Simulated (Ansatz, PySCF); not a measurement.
Mg(Me) (CH3Mg), SMILES [CH3][Mg+], charge +1. Atoms are numbered in the order given.

```xyz
5

Mg     0.0000     0.0000    -0.9302
C      0.0000     0.0000     1.1336
H     -0.9019     0.5207     1.4539
H      0.9019     0.5207     1.4539
H      0.0000    -1.0415     1.4539
```
Charge +1, spin multiplicity 1.

The structure is a stationary point at PBE0-D3(BJ)/def2-TZVP. The spin state was assumed, not searched. The isomer is the one that the SMILES or the coordinates give; other isomers of the formula were not compared.

Vertical ionisation energy (IE) and electron affinity (EA) in eV. Rows of orbital energies are one-electron estimates. Where ΔSCF, EOM or ADC give a negative EA the extra electron is unbound and the value depends on the basis.

```tsv
level	IE	EA
−ε(HOMO), −ε(LUMO), CAM-B3LYP/def2-TZVPD (PySCF)	14.36	7.68
−ε(HOMO), −ε(LUMO), ωB97X/def2-TZVPD (PySCF)	15.08	6.41
−ε(HOMO), −ε(LUMO), PBE/def2-TZVPD (PySCF)	12.15	9.20
ΔSCF, PBE0/def2-TZVPD (Ansatz), final states of multiplicity 2 and 2	15.27	6.62
ΔSCF, PBE/def2-TZVPD (Ansatz), final states of multiplicity 2 and 2	…	…
```

### Question
Complete the blanks. (An estimate is asked for; the answer gives what the named calculation found.)

### Answer

- ΔSCF, PBE/def2-TZVPD (Ansatz, a quantum-chemistry and plane-wave program), final states of multiplicity 2 and 2, IE: 15.50
- ΔSCF, PBE/def2-TZVPD (Ansatz), final states of multiplicity 2 and 2, EA: 6.55

### Question
What vertical singlet–triplet gap does ΔSCF give with PBE0/def2-TZVPD (Ansatz) and with PBE/def2-TZVPD (Ansatz)? (Estimate from the structure and the level; the computed values follow.)

### Answer
2.40 and 2.61 eV (triplet above singlet where positive).
